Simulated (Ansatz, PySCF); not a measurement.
Reaction (SMILES): N[Si](N)(N)O -> [O][Si](N)(N)N + H atom (the H-O bond breaks)

Quantity: bond dissociation energy (electronic), in kcal/mol. Set-up: no dispersion term unless named; non-relativistic; spin-orbit terms left out; frozen cores in correlated levels; open shells spin-unrestricted; six Cartesian d functions in 6-31G* and its kin unless marked 5d. CBS marks a two-point X^-3 extrapolation of the correlation energy; Hartree-Fock from the larger set. Ab initio and DFT rows: single points at B3LYP-D3(BJ) geometries (Ansatz, an electronic-structure program).

Coupled cluster (Ansatz) is a level with limits of its own, used here on species with T1 under 0.025 (0.045 for open shells) and stable references: CCSD(T)/CBS(cc-pV(T+d)Z,cc-pV(Q+d)Z).

Value to compare with, CCSD(T)/CBS(cc-pV(T+d)Z,cc-pV(Q+d)Z) (Ansatz): 127.2 kcal/mol.

```csv
level,program,bond dissociation energy (electronic) (kcal/mol),difference
SVWN5/6-31G*,Ansatz,120.6,-6.6
PBE/STO-3G,Ansatz,119.1,-8.1
PBE/def2-SVP,Ansatz,110.6,-16.6
B3LYP/6-31G*,Ansatz,111.5,-15.7
B3LYP/6-31+G*,Ansatz,113.2,-14.0
M06-2X/6-31G* (5d),PySCF,119.6,-7.6
MP2/6-31G*,Ansatz,118.1,-9.1
B3LYP/def2-TZVPD,Ansatz,116.9,-10.3
```

Among the 7 habitual levels, PBE/def2-SVP lies farthest from CCSD(T)/CBS(cc-pV(T+d)Z,cc-pV(Q+d)Z) (Ansatz) (-16.6 kcal/mol) and SVWN5/6-31G* nearest (-6.6); 0 of 7 lie above it, and their mean absolute difference is 11.1 kcal/mol, the median 9.1. One case shows no general order.

The levels are drawn from those run, B3LYP/6-31G* more often than the rest, none by its result; left out are runs that failed, that the program found above a lower state of the same kind, or whose <S^2> lies over 0.5 above the pure value.
